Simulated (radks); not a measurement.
All-electron atom: the indium ion In4.75+ in [Kr] 4d(up 4.25, down 4) (fractional occupations, a model configuration).

All-electron calculation, scalar-relativistic Kohn-Sham, PBE, spin-polarised, spherical densities, finite nucleus; Fermi nuclear charge, rms radius 4.6156 fm. Program: a radial shooting solver on a logarithmic mesh with Libxc functionals.

Energy parts (eV):
| part | energy |
|---|---|
| total | -159880.398 |
| kinetic | 166645.085 |
| electron-nucleus | -383749.371 |
| Hartree | 61508.933 |
| exchange-correlation | -4285.045 |

Orbitals (lengths in bohr, moments of r in powers of bohr; <r^-3> diverges for s and p1/2):
orbital	occ.	eigenvalue (eV)	<r^-3>	<r^4>
1s up	1	-27818.26	-	3.718e-06
1s down	1	-27818.26	-	3.718e-06
2s up	1	-4220.990	-	0.0006513
2s down	1	-4220.925	-	0.0006513
2p up	3	-3795.386	4374	0.0004679
2p down	3	-3795.336	4374	0.0004679
3s up	1	-853.4748	-	0.02947
3s down	1	-853.4433	-	0.02946
3p up	3	-714.0836	801.2	0.03128
3p down	3	-714.0473	801.2	0.03127
3d up	5	-497.7452	110.1	0.02889
3d down	5	-497.6879	110.1	0.02888
4s up	1	-182.6847	-	0.9389
4s down	1	-182.4529	-	0.9389
4p up	3	-140.5898	144.8	1.332
4p down	3	-140.3547	144.9	1.333
4d up	4.25	-78.9071	14.25	3.144
4d down	4	-78.6807	14.25	3.154

The highest occupied level is 4d down at -78.681 eV. The spin density at the nucleus is -0.2414 e/bohr^3 (1s -0.0082, 2s -0.1461, 3s 0.0432, 4s -0.1303). The electron density at the nucleus is 1.795e+05 e/bohr^3 (large components only). Summed over all electrons, <r^2> = 20.96 bohr^2, which gives a Langevin (diamagnetic) susceptibility term of -16.6 x 10^-6 cm^3/mol. The density falls to 0.001 e/bohr^3 at r = 2.71 bohr.
